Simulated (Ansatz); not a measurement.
# Strength of the Al–H bond: C2H8AlN → C2H7AlN + H

Gas-phase species: C2H8AlN `C[N](C)[AlH2]`, singlet; C2H7AlN `C[N](C)[AlH]`, doublet; H atom, doublet. The bond broken is the one whose loss leaves C2H7AlN `C[N](C)[AlH]`, relaxed to its own shape; its unpaired electron may spread away from that site.

Shapes, held fixed at every level: PBE0-D4/def2-TZVP. Flexible molecules stand in one conformer, not always the lowest. Programs: Ansatz 0.2.0. The zero-point and thermal change to 298 K, harmonic and unscaled (PBE0-D4/def2-TZVP), is -14.9 kJ/mol.

```csv
level,kind,ΔH(298 K) (kJ/mol)
MP2/def2-SVP,perturbation theory,+331.8
MP2/def2-TZVPP,perturbation theory,+342.6
HF/def2-SVP,Hartree–Fock,+278.1
PBE-D4/def2-TZVPP,GGA,+333.7
r2SCAN-D4/def2-TZVPP,meta-GGA,+341.1
B3LYP-D4/def2-TZVPP,global hybrid,+354.4
B2PLYP/def2-TZVPP,double hybrid,+354.1
```

B2PLYP/def2-TZVPP gives ΔH(298 K) = +354.1 kJ/mol; the levels span +278.1 to +354.4. The median of the levels is +341.1. Hartree–Fock misses the correlation of the pair that is broken and comes out low. No measured value is set beside it here. Open shells run unrestricted.
